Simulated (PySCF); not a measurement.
Palladium: a sound run and one with changed settings

Sound run: Pd [Kr] 4d10, Pd⁺ [Kr] 4d9. Calculation: PySCF 2.14, in cc-pVDZ-PP with ECP28MDF (4s4p3d1f, 38 functions); a scalar-relativistic core potential. In the sound run the correlated levels freeze 4s2 4p6 outside the core potential. The sound run starts from symmetry-adapted Hartree-Fock orbitals and uses a fine grid where one is needed.

A second run was set up differently.

```csv
species,method,sound run (hartree),changed run (hartree),converged
Pd,MP2,-126.88108,-127.06174,yes
Pd⁺,MP2,-126.58463,-126.76077,yes
```

Ionisation energy of Pd:

| method | sound run (eV) | changed run (eV) |
| --- | --- | --- |
| UHF | 6.283 | 6.283 |
| MP2 | 8.067 | 8.190 |
| SCS-MP2 | 7.880 | 7.932 |

What was changed?
A. minimal basis
B. all electrons correlated in a valence basis
C. too few SCF iterations
D. a valence shell is frozen

B. A valence basis has no tight correlating functions, so it recovers only part of the core correlation, and not evenly between atom and ion.
